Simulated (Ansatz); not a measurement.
Reaction (redistribution): `[SiH3]/C=C/C[SiH3]` + `CCBNC` → `CCBN[SiH3]` + `CC/C=C/[SiH3]`

Program: Ansatz. Geometries: PBE0-D4/def2-TZVP. ΔE: electronic, gas phase. CCSD(T)/CBS is the MP2 limit (def2-TZVPP, def2-QZVPP) plus CCSD(T) − MP2 in def2-TZVPP, frozen cores. Double bonds are as drawn, so ΔE can hold a change between cis and trans. Functionals use def2-TZVPP. B3LYP here is the variant with VWN-RPA as its local correlation; programs differ in this. Each species was taken in one conformer, which may not be the lowest.

```tsv
level	ΔE (kJ/mol)	difference from CCSD(T)/CBS
PBE-D4	-56.9	15.2
r2SCAN-D4	-65.4	6.7
PBE0-D4	-62.2	9.9
B3LYP-D4	-66.5	5.6
ωB97X-V	-68.2	3.9
ωB97M-V	-68.8	3.3
PBE	-58.6	13.5
r2SCAN	-65.9	6.2
PBE0	-63.7	8.4
B3LYP	-69.2	2.9
MP2/def2-TZVPP	-73.6	-1.5
SCS-MP2/def2-TZVPP	-75.4	-3.3
CCSD/def2-TZVPP	-73.6	-1.5
CCSD(T)/def2-TZVPP	-71.3	0.8
HF/def2-QZVPP	-86.0	-13.9
MP2/CBS(def2)	-74.4	-2.3
CCSD(T)/CBS	-72.1	0
```

Largest T1 diagnostic among the species: 0.012.

In def2-TZVPP, CCSD(T) changes the Hartree–Fock value by +14.0 kJ/mol (the triples alone add +2.3 kJ/mol) and MP2 by +11.7 kJ/mol. From PBE to PBE0 (25 % exact exchange), in def2-TZVPP and without D4, ΔE moves by −5.1 kJ/mol.
